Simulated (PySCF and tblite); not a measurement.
4 constitutional isomers of C₈H₁₈O:

```json
{"isomer": "A", "SMILES": "[CH3:1][O:2][C:3]([CH3:4])([CH3:5])[CH2:6][CH:7]([CH3:8])[CH3:9]"}
{"isomer": "B", "SMILES": "[CH3:1][CH2:2][C:3]([CH3:4])([CH3:5])[O:6][CH:7]([CH3:8])[CH3:9]"}
{"isomer": "C", "SMILES": "[CH3:1][C:2]([CH3:3])([CH3:4])[O:5][C:6]([CH3:7])([CH3:8])[CH3:9]"}
{"isomer": "D", "SMILES": "[CH3:1][CH2:2][C@H:3]([CH3:4])[O:5][C:6]([CH3:7])([CH3:8])[CH3:9]"}
```

Measured ¹³C shifts of one of them (ppm against TMS, one entry a carbon; solvent not stated per compound (mostly CDCl3 or CCl4); Pretsch, Buehlmann, Badertscher, Structure Determination of Organic Compounds, 4th ed. (2009)): 76.3, 76.3, 33.8, 33.8, 33.8, 33.8, 33.8, 33.8.

Each isomer is a Boltzmann average at 298.15 K over at most 3 conformers: GFN2-xTB geometries, energies B3LYP/def2-SVP (IEF-PCM, chloroform) (D3(BJ) added where defined), GIAO shieldings B97-2/pcSseg-1 (IEF-PCM, chloroform), GFN2-xTB thermal terms. Programs: PySCF with density fitting and tblite.

Computed shifts in falling order:

```
carbon  measured     A     B     C     D
     1      76.3  77.6  77.5  75.9  75.5
     2      76.3  51.6  67.3  75.9  72.1
     3      33.8  48.5  40.7  33.5  36.1
     4      33.8  29.3  27.2  33.5  30.0
     5      33.8  28.3  27.2  33.5  30.0
     6      33.8  28.3  25.9  33.5  30.0
     7      33.8  25.5  25.9  33.5  24.8
     8      33.8  25.5  11.5  33.5  12.9
```

Question: Which structure fits the measured spectrum?

Answer: After a straight-line fit of each column to the measured values (slope held to 0.85 to 1.15; an offset alone for few or close values), with errors scored by one-sided Student-t tails (width 1.5 ppm, 10 degrees of freedom):

```csv
isomer,slope,mean error (ppm),largest error,P (%)
A,1.000,6.68,19.8,0.0
B,1.000,5.30,15.8,0.0
C,1.000,0.02,0.0,100.0
D,1.000,4.72,15.3,0.0
```

The score favours C, which is the compound measured. Its computed assignment: ¹H (against TMS): 1.30 (H1/H3/H4/H7/…, 18H). ¹³C (against TMS): 75.9 (C2/C6), 33.5 (C1/C3/C4/C7/…).

The conformer set may be incomplete (the search or the number kept was capped). Shifts are unscaled: against experiment ¹³C can be off by 15 ppm or more and ¹H by 0.8 ppm. A force-field rotamer fell away at GFN2-xTB, so the set may lack it. The search found a single conformer for at least one isomer; other rotamers may be missing.
